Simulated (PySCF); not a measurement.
# Löwdin shares of the frontier orbitals

Compound: C₄H₉FO₂Si.
Structure used (GFN2-xTB), in Å, numbered top down from 1:
```xyz
17
C4H9FO2Si angstrom
C     -2.0574    0.9472    0.5841
C     -1.7351   -0.1324   -0.4415
C     -0.7223   -1.1412    0.0943
O      0.5321   -0.5177    0.3883
C      1.4016   -0.3548   -0.6091
O      1.1984   -0.7015   -1.7467
Si     3.0008    0.4753    0.0540
F      3.9132   -0.7140    0.6402
H     -1.1512    1.4704    0.8810
H     -2.7542    1.6698    0.1667
H     -2.5060    0.5065    1.4718
H     -2.6417   -0.6753   -0.7133
H     -1.3287    0.3211   -1.3475
H     -0.5542   -1.9339   -0.6417
H     -1.0582   -1.5721    1.0395
H      3.7701    1.0556   -1.0307
H      2.6858    1.3091    1.2007
```

Computed, not measured: PySCF, TDDFT CAM-B3LYP/def2-SVPD, vertical, gas phase, core orbitals frozen in the response.

Frontier orbitals with the atoms that hold most of them (Löwdin shares over 4%, at most four atoms; ? is withheld):

```json
{"orbital": "LUMO+2", "ε (eV)": "1.61", "atoms": "Si7 42%, H16 12%, H17 9%, F8 8%"}
{"orbital": "LUMO+1", "ε (eV)": "1.14", "atoms": "Si7 18%, C1 15%, C2 8%, C5 8%"}
{"orbital": "LUMO", "ε (eV)": "-0.23", "atoms": "?"}
{"orbital": "HOMO", "ε (eV)": "-9.40", "atoms": "?"}
{"orbital": "HOMO-1", "ε (eV)": "-10.38", "atoms": "O4 35%, O6 21%, C2 12%, C3 12%"}
{"orbital": "HOMO-2", "ε (eV)": "-11.12", "atoms": "O4 25%, C3 13%, C2 12%, C1 12%"}
{"orbital": "HOMO-3", "ε (eV)": "-11.40", "atoms": "C2 24%, C1 20%, H13 11%, H11 8%"}
```

Which atoms hold the HOMO, and with what shares?

O6 (bonded to C) 54%; C5 (bonded to 2 O and Si) 14%; Si7 (bonded to C, F and 2 H) 11%; O4 (bonded to 2 C) 8%. By element: oxygen 62%, carbon 14% or more, silicon 11%.

Which atoms hold the LUMO, and with what shares?

Si7 (bonded to C, F and 2 H) 26%; C5 (bonded to 2 O and Si) 25%; O6 (bonded to C) 18%; O4 (bonded to 2 C) 11%. By element: oxygen 29%, silicon 26%, carbon 25% or more.

The HOMO–LUMO gap is 9.17 eV. Where does the response calculation put the lowest singlet, and from which orbitals?

S1 is at 4.81 eV (f = 0.0029), 4.35 eV below the gap, made of HOMO→LUMO (88%). Without the coupling terms of the response equations the lowest excitation would equal the gap.

Give energy, strength and leading configuration of S1 and S2, and follow the Löwdin shares of the leading atoms from the occupied to the empty orbital.

- S1 (4.81 eV, f 0.0029), HOMO→LUMO (88%): O6 54% → 18%, C5 14% → 25%, Si7 11% → 26%
- S2 (7.10 eV, f 0.068), HOMO-1→LUMO (89%): O4 35% → 11%, O6 21% → 18%, Si7 at most 13% → 26%, C5 at most 13% → 25%

Löwdin shares depend on the basis, the more so with diffuse functions.

One conformer stands for the species.
